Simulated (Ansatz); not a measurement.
The same path of H5InO3S (10 atoms, charge 0, multiplicity 1) was run twice with different band settings. Lost on the way: H5–O6. Made: S2–H5.

All numbers below come from RHF/def2-SVP (Ansatz 0.2.0).

Relaxed end points:

```xyz
10
Properties=species:S:1:pos:R:3
In 0.559 -0.224 -0.078
S 1.511 1.725 -1.160
O -0.190 -0.050 1.775
O 0.988 -2.069 -0.659
H -2.127 0.786 -0.872
O -1.735 0.045 -0.430
H 1.341 2.530 -0.106
H 0.106 -0.621 2.467
H 1.508 -2.215 -1.433
H -1.960 0.094 0.497
```

```xyz
10
Properties=species:S:1:pos:R:3
In -0.020 -0.678 0.187
S 0.746 1.823 -1.041
O 0.310 0.023 2.017
O 1.225 -2.024 -0.562
H -0.539 2.041 -1.339
O -1.839 -0.428 -0.586
H 0.703 2.443 0.143
H 1.005 -0.363 2.526
H 0.979 -2.477 -1.352
H -2.571 -0.360 0.007
```

Common settings: movable images 5; climbing image yes; optimiser quadratic models (default); start path through a guess of the saddle point; force threshold 0.05 eV/Å; iteration limit 60; end points relaxed.

| run | spring |
| --- | --- |
| 1 | 5.0 eV/Å² |
| 2 | 50.0 eV/Å² |

Problem. What does each run give, and how far can it be trusted?

Solution. Run 1: converged after 21 iterations, highest image 1.542 eV above the first end. Neighbouring images differ by up to 1.2 eV, so the band resolves the path poorly. A vibrational analysis at the climbing image gives one clearly imaginary mode, 1296i cm⁻¹: a first-order saddle point.
Run 2: converged after 23 iterations, highest image 1.542 eV above the first end. Neighbouring images differ by up to 1.2 eV, so the band resolves the path poorly. Another band between the same ends (5 images) ends at a top of the same energy, where a vibrational analysis finds 1 clearly imaginary mode.
The orbitals stay closed-shell, which can raise the energy where a bond breaks towards radicals; this wasn't checked here.
